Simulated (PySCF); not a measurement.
Species: C₁₀H₁₀Si.
Bonds: Si1–C2, C2–C3 (aromatic), C3–C4 (aromatic), C4–C5 (aromatic), C5–C6 (aromatic), C6–C7 (aromatic), C7–C8 (aromatic), C8–C9 (aromatic), C9–C10 (aromatic), C10–C11 (aromatic), C2–C11 (aromatic), C5–C9. Hydrogens: H12, H13, H14 on Si1; H15 on C3; H16 on C4; H17 on C6; H18 on C7; H19 on C8; H20 on C10; H21 on C11.

Theory: PySCF, PBE0-D3(BJ)/def2-SVP geometry optimisation, gas phase.

Problem. What internal coordinates does the optimisation give?

Solution. 
```tsv
bond	length (Å)
Si1–C2	1.891
C2–C3	1.406
C3–C4	1.394
C4–C5	1.392
C5–C6	1.402
C6–C7	1.405
C7–C8	1.401
C8–C9	1.405
C9–C10	1.389
C10–C11	1.399
C2–C11	1.402
C5–C9	1.492
Si1–H12, Si1–H13, Si1–H14	1.495
C3–H15	1.096
C4–H16	1.096
C6–H17	1.090
C7–H18	1.092
C8–H19	1.090
C10–H20	1.096
C11–H21	1.095
```

Bonds in one row agree within 0.01 Å and their mean is given. A selection of angles:
```tsv
angle	degrees
Si1–C2–C3	115.3
Si1–C2–C11	117.1
C3–C2–C11	127.5
C2–C3–C4	129.8
C3–C4–C5	129.3
C4–C5–C6	126.2
C4–C5–C9	127.1
C6–C5–C9	106.7
C5–C6–C7	108.3
C6–C7–C8	110.0
C7–C8–C9	108.3
C8–C9–C10	126.1
C5–C9–C8	106.7
C5–C9–C10	127.2
C9–C10–C11	129.3
C2–C11–C10	129.7
```

Torsions: C4–C5–C9–C8 180° (antiperiplanar). The mirror-image conformer, all signs reversed, is as good.

Of the pairs four or more bonds apart, H14···H21 is among the closest relative to their van der Waals radii: 2.49 Å, 104 % of the sum of Bondi's values. The C–C distances run from 1.389 Å (C9–C10, aromatic) to 1.492 Å (C5–C9, drawn single), a spread of 0.103 Å. The 7-membered ring C2–C3–C4–C5–C9–C10–C11 has internal angles of 127.1° to 129.8°; it is planar, 0.00 Å rms from its mean plane, widest ring torsion 0°. The 5-membered ring C5–C6–C7–C8–C9 has internal angles of 106.7° to 110.0° (sum 540°, against 540° for a flat polygon); it is planar, 0.00 Å rms from its mean plane, widest ring torsion 0°. Si1 (SiH3 silicon) is tetrahedral (angles from 107.7° to 110.3°). The 11 heavy atoms lie in one plane (0.004 Å rms).

Point group: near Cs, missed by 0.21 Å at most; the miss may be what the optimiser left on a soft mode. Not checked by PBE0-D3(BJ)/def2-SVP frequencies.
